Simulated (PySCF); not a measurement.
C₃H₇ClOSi, SMILES C=C(Cl)[Si@@H](C)O. Coordinates come from a TPSSh-D3(BJ)/def2-SVP optimisation. The structure was generated by enumeration; whether it is a known compound was not checked. Other conformers were not sampled.

Computed equilibrium geometry at TPSSh-D3(BJ)/def2-SVP (PySCF confirms it by a frequency run) as bond lengths and angles (one conformer of several):
Atoms: C1 C2 Cl3 Si4 C5 O6 H7 H8 H9 H10 H11 H12 H13. Bond lengths (Å): C1–C2 1.338, C1–H7 1.094, C1–H8 1.094, C2–Cl3 1.769, C2–Si4 1.887, Si4–C5 1.865, Si4–O6 1.677, Si4–H9 1.490, C5–H10 1.101, C5–H11 1.102, C5–H12 1.102, O6–H13 0.967. Bond angles (°): C2–C1–H7 118.6, C2–C1–H8 123.1, H7–C1–H8 118.3, C1–C2–Cl3 120.3, C1–C2–Si4 126.7, Cl3–C2–Si4 113.0, C2–Si4–C5 109.7, C2–Si4–O6 108.9, C2–Si4–H9 107.2, C5–Si4–O6 107.9, C5–Si4–H9 112.0, O6–Si4–H9 111.1, Si4–C5–H10 111.4, Si4–C5–H11 110.0, Si4–C5–H12 110.1, H10–C5–H11 108.6, H10–C5–H12 108.5, H11–C5–H12 108.2, Si4–O6–H13 116.2.
